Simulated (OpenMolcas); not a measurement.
## Al+: CASPT2 settings compared

| Item | Value |
| --- | --- |
| Program | OpenMolcas 26.06 |
| Basis | ANO-L-VQZP [6s5p3d2f] |
| Scalar Hamiltonian | non-relativistic, point nucleus |
| Active space | 2 electrons in 8 orbitals (3s 3p 4s 4p) |
| State averaging | 2S+1 = 3 even, 3 roots (0 in the spin-orbit step); 2S+1 = 1 even, 1 root kept (CI in the orbitals of an earlier block); 2S+1 = 3 odd, 3 roots; 2S+1 = 1 odd, 3 roots kept (CI in the orbitals of an earlier block) |
| Spin-orbit coupling | state interaction with AMFI integrals over the reference wave functions, term energies averaged over their components |

Methods on the same reference wave functions:
A. CASSCF
B. SS-CASPT2, IPEA 0.3 Eh, imaginary shift 0.25 Eh (closed shells correlated: 2s 2p)
C. SS-CASPT2, IPEA 0.35 Eh, sigma2 regulariser 0.3 Eh (closed shells correlated: 2s 2p)
D. SS-CASPT2, IPEA 0 Eh, imaginary shift 0.15 Eh (closed shells correlated: 2s 2p)

Energies in cm⁻¹ above 3s² ¹S₀, the measured ground level; measured values from NIST Handbook of Basic Atomic Spectroscopic Data.

```tsv
Level	A	B	C	D	Measured
3s² ¹S₀	0.0	0.0	0.0	0.0	0.0
3s 3p ³P°₀	36942	36531	36531	36450	37393
3s 3p ³P°₁	36990	36579	36579	36498	37454
3s 3p ³P°₂	37086	36675	36675	36595	37578
3s 3p ¹P°₁	68222	60896	60901	60347	59852
```

Deviations, from unrounded energies. A percentage is the sum of absolute deviations over the sum of measured energies, with the sign that they share, or ± where signs differ.

| Against measurement | Levels | A | B | C | D |
| --- | --- | --- | --- | --- | --- |
| mean absolute deviation (cm-1) | 4 | 2400 | 920 | 920 | 840 |
| other configurations (%) | 4 | ±5.7 | ±2.1 | ±2.1 | ±2.0 |

D lies closest to measurement on these levels and A furthest from it. The largest miss of D in the table is 3s 3p ³P°₂, by -980 cm-1. The ranking rests on the paired levels alone, and a cruder setting can come out closer through cancelling errors.

Among B to D the level of the table that moves most is 3s 3p ¹P°₁, by 550 cm-1 (lowest in D, highest in C).

The lowest spin-free term lies below A's lowest term by 0.026 hartree in B, 0.026 hartree in C, 0.026 hartree in D.

Terms from blocks run as CI alone lack orbitals of their own. Active for correlation alone: 4p 4s; no level in the range computed is led by a configuration that fills them, so any true level of that kind is missing. Without dynamic correlation excited terms often stand tens of per cent too high (terms of higher spin than the ground term too low), and those without a measured partner can miss by more than the paired ones (holds for A). Computed and measured levels are paired by configuration, term and J; levels that our copy of the source lacks, or whose pairing is in doubt (as where it misses far off the trend of its configuration), stay unpaired and out of the deviations. Only configurations of the active space appear.

° marks odd parity.
